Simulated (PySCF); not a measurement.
Gas-phase reaction: 5 SnF2 + 2 FO → 2 SnO + 3 SnF4

Method: PySCF energies plus ideal-gas RRHO corrections (1 bar). † marks an energy on the PBE0/def2-TZVP geometry and frequencies. CCSD(T) freezes the core. Open shells (unrestricted): FO (multiplicity 2); the rest are closed-shell singlets. Spin-orbit splitting is ignored; it lowers the true energy and changes the entropy of FO. B3LYP is the form with VWN-RPA correlation. Sn: scalar-relativistic def2 core potential, no spin-orbit coupling. CCSD(T) isn't extrapolated to the basis-set limit. Warning, large T1 diagnostic: SnO (CCSD(T)/def2-SVP†).

B3LYP/def2-TZVP† gives ΔH°(298 K) = -589 kJ.

Q: What do PBE0/def2-SVP†, CCSD(T)/def2-SVP†, ωB97X-V/def2-TZVP† give?

A: PBE0/def2-SVP†: -552 kJ; CCSD(T)/def2-SVP†: -744 kJ; ωB97X-V/def2-TZVP†: -685 kJ. For scale, ΔH°(298 K) is -589 kJ at this level, -674 kJ at ωB97M-V/def2-TZVP†, and runs from -938 to 42 kJ over the 18 levels computed.
